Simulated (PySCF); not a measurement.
**Correlation energy of Al (aluminium, neutral)**

[Ne] 3s2 3p1, 2P determinant. Computed with PySCF 2.14 in dyall-av2z, with the non-relativistic Hamiltonian (point nucleus). Frozen: [Ne]; 3 electrons correlated; the 15 highest virtual orbitals of each spin left out.

```csv
level,correlation energy (mhartree)
CCSD,-48.42
(T),-0.83
CCSD(T),-49.25
CCSDT,-49.66
FCI,-49.66
```

Diagnostics: T1 = 0.017, D1 = 0.0404, largest double amplitude 0.060, weight of the Hartree-Fock determinant in FCI 0.9259 (13050 determinants).

Question: Is a single reference adequate?

Answer: Yes: T1 lies below 0.03 and no double amplitude reaches 0.07.
